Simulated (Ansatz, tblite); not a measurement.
Cost and result up the ladder for Te2Se3 (the lowest singlet isomer of a short search) (5 atoms). The state is a singlet with charge 0. Geometry: PBE-D4/def2-SVP.

```xyz
5

Se    0.016   -1.773    1.081
Se    1.160    0.410    1.673
Se   -1.495    1.056   -1.004
Te   -0.649   -1.389   -1.293
Te    0.968    1.697   -0.456
```

Ansatz on 4 threads of Intel Xeon on a shared host; xTB runs through tblite on one thread. Times are rough, summed over both states, and most runs start from the orbitals of an earlier one. PBE-QIDH/def2-TZVP serves as the yardstick here, not as an exact answer. Differences are given only for rows in sets of like size (and for xTB, whose basis is part of the method), since another set adds its own error. The other state is a quintet at its own geometry.

In the def2 sets Te takes a core potential, while STO-3G treats all electrons; there is no spin–orbit coupling. The xTB rows come from tblite. LC-ωPBE has ω = 0.4 bohr⁻¹. Correlated methods freeze 35 core orbitals; core or outer-core shells of Se, Te are correlated, in sets that lack core-valence functions. At PBE0-D4/def2-TZVP a singlet of charge 0 lies 2.20 eV below the quintet, each at its own geometry. The structure comes from a short search, and lower isomers may exist.

Correlated methods converge slowly with the basis.

xTB has no spin-polarisation term.

```tsv
level	functions	wall time	quintet − singlet (eV)	difference from PBE-QIDH/def2-TZVP (eV)
GFN1-xTB	45	0.066 s	3.41	0.97
GFN2-xTB	45	0.077 s	2.74	0.30
PBE-D4/def2-TZVP (with forces)	244	21 s	1.98	-0.46
HF/STO-3G	108	33 s	3.38	–
r2SCAN-D4/def2-TZVP	244	47 s	1.94	-0.51
PBE0-D4/def2-TZVP	244	56 s	2.20	-0.25
LC-ωPBE/def2-TZVP	244	62 s	2.69	0.25
PBE-QIDH/def2-TZVP	244	97 s	2.44	0.00
MP2/def2-TZVP	244	98 s	2.69	0.25
ωB97M-V/def2-TZVP (with forces)	244	2.7 min	2.64	0.20
```
